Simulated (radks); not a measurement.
Results of a calculation; reference values are marked as such.
Coherent X-ray form factor from a spherical all-electron density. Code: a radial shooting solver on a logarithmic mesh with Libxc functionals. Model: non-relativistic Kohn-Sham, LDA (Slater exchange, Perdew-Wang correlation), spin-polarised, spherical densities, point nucleus.

| sin(theta)/lambda (1/angstrom) | f0 (electrons) |
|---|---|
| 0.05 | 67.682 |
| 0.1 | 64.764 |
| 0.15 | 61.467 |
| 0.2 | 58.048 |
| 0.25 | 54.549 |
| 0.3 | 51.099 |
| 0.4 | 44.788 |
| 0.5 | 39.460 |
| 0.6 | 34.956 |
| 0.8 | 27.751 |
| 1 | 22.564 |
| 1.25 | 18.410 |
| 1.5 | 15.866 |
| 2 | 12.338 |

The species is in the configuration that NIST lists as its ground one. Which atom or ion scatters so?

Answer. Neutral thulium, [Xe] 4f13 6s2. Extrapolating in s^2 from the first two rows gives f0(0) = 68.7, near the electron count 69; among species with that count, the fall with angle is slower the higher Z, and the table is that of Z = 69; from so few rows the species is fixed only to a neighbour or two.
